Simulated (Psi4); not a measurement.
Br4Sn, charge -1, doublet, at a GFN2-xTB geometry (such geometries of metal compounds can be far from the true shape) (a state made from the parent by changing its charge; the spin is typed, not shown lowest) (all electrons, no relativity) (a gas-phase anion, which may not be bound at this level); WB97M-V/STO-3G in Psi4.

Here is a job for Psi4.
```
memory 2 GB

molecule {
-1 2
  Br   -0.96641702    2.39012197   -0.81705094
  Sn   -0.00000000   -0.00000000   -0.00000000
  Br   -1.86154873   -1.91635172   -0.42005899
  Br    0.59110110    0.12016770    2.63635665
  Br    2.23686465   -0.59393795   -1.39924672
}

set basis sto-3g
set reference uks
set scf_type pk
set puream true
set d_convergence 1e-8
set dft_radial_points 99
set dft_spherical_points 590

energy('wb97m-v')
print_variables()
```

### Question
What does Psi4 print? Leave out banner, timings and long lists.

### Answer

```
   => Loading Basis Set <=

    Name: STO-3G
    Role: ORBITAL
    Keyword: BASIS

         ---------------------------------------------------------
                                   SCF
               by Justin Turney, Rob Parrish, Andy Simmonett
                          and Daniel G. A. Smith
                              UKS Reference
         ---------------------------------------------------------

  ==> Geometry <==

    Molecular point group: c1
    Full point group: Td

    Geometry (in Angstrom), charge = -1, multiplicity = 2:

       Center              X                  Y                   Z               Mass
    ------------   -----------------  -----------------  -----------------  -----------------
         BR          -0.966417020000     2.390121970000    -0.817050940000    78.918337600000
         SN           0.000000000000    -0.000000000000    -0.000000000000   119.902201630000
         BR          -1.861548730000    -1.916351720000    -0.420058990000    78.918337600000
         BR           0.591101100000     0.120167700000     2.636356650000    78.918337600000
         BR           2.236864650000    -0.593937950000    -1.399246720000    78.918337600000

  Running in c1 symmetry.

  Rotational constants: A =      0.01095  B =      0.01095  C =      0.01095 [cm^-1]
  Rotational constants: A =    328.32405  B =    328.32404  C =    328.32404 [MHz]
  Nuclear repulsion = 2250.351958120761537

  Charge       = -1
  Multiplicity = 2
  Electrons    = 191
  Nalpha       = 96
  Nbeta        = 95

  ==> Algorithm <==

  SCF Algorithm Type is PK.
  DIIS enabled.
  MOM disabled.
  Fractional occupation disabled.
  Guess Type is SAD.
  Energy threshold   = 1.00e-06
  Density threshold  = 1.00e-08
  Integral threshold = 1.00e-12

  ==> Primary Basis <==

  Basis Set: STO-3G
    Blend: STO-3G
    Number of shells: 43
    Number of basis functions: 99
    Number of Cartesian functions: 105
    Spherical Harmonics?: true
    Max angular momentum: 2

  ==> DFT Potential <==

   => LibXC <=

    Version 7.1.2
    S. Lehtola, C. Steigemann, M. J. T. Oliveira, and M. A. L. Marques,  SoftwareX 7, 1–5 (2018) (10.1016/j.softx.2017.11.002)

   => Composite Functional: WB97M-V <=

    wB97M-V Hyb-GGA Exchange-Correlation Functional

    N. Mardirossian and M. Head-Gordon,  J. Chem. Phys. 144, 214110 (2016) (10.1063/1.4952647)

    Deriv               =              1
    GGA                 =           TRUE
    Meta                =           TRUE

    Exchange Hybrid     =           TRUE
    MP2 Hybrid          =          FALSE

   => Exchange-Correlation Functionals <=

    1.0000   wB97M-V exchange-correlation functional

   => Exact (HF) Exchange <=

    0.8500            HF,LR [omega = 0.3000]
    0.1500               HF

   => LibXC Density Thresholds  <==

    XC_HYB_MGGA_XC_WB97M_V:  1.00E-13

   => VV10 Non-Local Parameters <=

    VV10 B              =     6.0000E+00
    VV10 C              =     1.0000E-02

   => Molecular Quadrature <=

    Radial Scheme          =       TREUTLER
    Pruning Scheme         =           NONE
    Nuclear Scheme         =       TREUTLER

    Blocking Scheme        =         OCTREE
    BS radius alpha        =              1
    Pruning alpha          =              1
    Radial Points          =             99
    Spherical Points       =            590
    Total Points           =         252357
    Total Blocks           =           1950
    Max Points             =            256
    Max Functions          =             56
    Weights Tolerance      =       1.00E-15

  ==> Integral Setup <==

  Using in-core PK algorithm.
   Calculation information:
      Number of atoms:                   5
      Number of AO shells:              43
      Number of primitives:            129
      Number of atomic orbitals:       105
      Number of basis functions:        99

      Integral cutoff                 1.00e-12
      Number of threads:                 1

  Performing in-core PK
[...]
    Omega:               3.000E-01
    Schwarz Cutoff:          1E-12

  Minimum eigenvalue in the overlap matrix is 3.4171986923E-01.
  Reciprocal condition number of the overlap matrix is 1.9801107581E-01.
    Using symmetric orthogonalization.

  ==> Pre-Iterations <==

  SCF Guess: Superposition of Atomic Densities via on-the-fly atomic UHF (no occupation information).

   -------------------------
    Irrep   Nso     Nmo
   -------------------------
     A         99      99
   -------------------------
    Total      99      99
   -------------------------

  ==> Iterations <==

                        Total Energy        Delta E     RMS |[F,P]|

   @UKS iter SAD: -16143.23981223323426   -1.61432e+04   0.00000e+00
   @UKS iter   1: -16149.95154821097822   -6.71174e+00   3.12443e-03 DIIS/ADIIS
   @UKS iter   2: -16149.98346920179574   -3.19210e-02   2.15391e-04 DIIS/ADIIS
   @UKS iter   3: -16149.98412731171629   -6.58110e-04   6.39606e-05 DIIS
   @UKS iter   4: -16149.98422670802211   -9.93963e-05   2.64097e-05 DIIS
   @UKS iter   5: -16149.98424797057487   -2.12626e-05   6.79656e-06 DIIS
   @UKS iter   6: -16149.98424964349215   -1.67292e-06   1.05092e-06 DIIS
   @UKS iter   7: -16149.98424967442770   -3.09356e-08   7.11134e-08 DIIS
   @UKS iter   8: -16149.98424967456231   -1.34605e-10   8.49193e-09 DIIS
  Energy and wave function converged.

  ==> Post-Iterations <==

   Electrons on quadrature grid:
      Nalpha   =   96.0000033395 ; deviation = 3.340e-06
      Nbeta    =   95.0000033587 ; deviation = 3.359e-06
      Ntotal   =  191.0000066982 ; deviation = 6.698e-06

   @Spin Contamination Metric:   7.641216715E-03
   @S^2 Expected:                7.500000000E-01
   @S^2 Observed:                7.576412167E-01
   @S   Expected:                5.000000000E-01
   @S   Observed:                5.000000000E-01

    Orbital Energies [Eh]
    ---------------------

    Alpha Occupied:

[...]
    Alpha Virtual:

[...]
    Beta Occupied:

[...]
    Beta Virtual:

[...]
      99A      0.361620

    Final Occupation by Irrep:
              A
    DOCC [    95 ]
    SOCC [     1 ]
    NA   [    96 ]
    NB   [    95 ]

  @UKS Final Energy: -16149.98424967456231

   => Energetics <=

    Nuclear Repulsion Energy =           2250.3519581207615374
    One-Electron Energy =              -27035.1430591316675418
    Two-Electron Energy =                9060.3055265651382797
    DFT Exchange-Correlation Energy =    -426.3029257909759622
    Empirical Dispersion Energy =           0.0000000000000000
    VV10 Nonlocal Energy =                  0.8042505621810030
    Total Energy =                     -16149.9842496745623066

  UHF NO Occupations:
  HONO-2 :   94  A 1.9987256
  HONO-1 :   95  A 1.9987256
  HONO-0 :   96  A 1.0000000
  LUNO+0 :   97  A 0.0012744
  LUNO+1 :   98  A 0.0012744
  LUNO+2 :   99  A 0.0012742

Computation Completed

Properties will be evaluated at   0.000000,   0.000000,   0.000000 [a0]

Properties computed using the SCF density matrix

 Multipole Moments:

 ------------------------------------------------------------------------------------
     Multipole            Electronic (a.u.)      Nuclear  (a.u.)        Total (a.u.)
 ------------------------------------------------------------------------------------

 L = 1.  Multiply by 2.5417464519 to convert [e a0] to [Debye]
 Dipole X            :          0.0000239            0.0000000            0.0000239
 Dipole Y            :         -0.0000058            0.0000000           -0.0000058
 Dipole Z            :         -0.0000223           -0.0000000           -0.0000223
 Magnitude           :                                                    0.0000332

 ------------------------------------------------------------------------------------

  Variable Map:
  ----------------------------------------------------------------------------
[...]
  Array Variable Map:
  ----------------------------------------------------------------------------
[...]
[...]
```
